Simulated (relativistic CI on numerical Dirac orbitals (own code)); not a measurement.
One change at a time: Mo24+

Base calculation: Dirac-Coulomb-Breit CI, KLI orbitals optimised for each configuration, model QED (radiative potential, 1s self-energy scaled to tabulated hydrogen-like ionisation energies), unscaled Slater integrals.

Configuration list (outside the closed core [Ne]): 3s2 3p6, 3s2 3p5 3d, 3s 3p6 3d, 3s2 3p5 4s, 3s2 3p5 4p, 3s2 3p5 4d, 3s 3p6 4s, 3p6 3d 4p, 3p6 3d2, 3p5 3d3, 3p5 3d2 4s, 3p5 3d2 4p, 3p5 3d2 4d, 3p6 3d 4s, 3p5 3d 4s2, 3p5 3d 4s 4p, 3p5 3d 4s 4d. Double excitations out of closed p, d and f shells are left out; levels of such configurations are missing from the list, as are those of other unlisted configurations, and high levels can miss mixing partners.

Variants: (1) one mean potential for all configurations. Shifts of the energy above 3s2 3p6 1S_0, in cm⁻¹, for the lowest level and the first level of each name with at least 55 % of one term (blank where a level changes its place among those of its configuration and J or its character, or is not in the variant):

```tsv
Level	Base	Δ(1)
3s2 3p6 1S_0	0	0
3s2 3p5 3d 3P°_0	891446	-227
3s2 3p5 3d 3P°_1	912894	-228
3s2 3p5 3d 3F°_3	954040	-227
3s2 3p5 3d 3P°_2	954997	-228
3s2 3p5 3d 3F°_4	965791	-228
3s2 3p5 3d 3D°_3	1033620	-230
3s2 3p5 3d 3D°_1	1091332	-232
3s2 3p5 3d 3F°_2	1132364	-228
3s2 3p5 3d 1P°_1	1376529	-310
3s 3p6 3d 3D_1	1889817	+254
3s 3p6 3d 3D_2	1901046	+243
3s 3p6 3d 3D_3	1927488	+211
3s 3p6 3d 1D_2	1999453	+207
```

At this charge energies of transitions that change n are usually good to better than 1 %, and those within a shell (Δn = 0) to a few per cent.

Ionisation energy from the two ground configurations alone: base 1263.1 eV. The NIST ASD value (semi-empirical) is 1263 eV.

LS names give the leading component of a level, which can be under half, so a name can repeat, a term be missing and a line seem to break the LS rules.
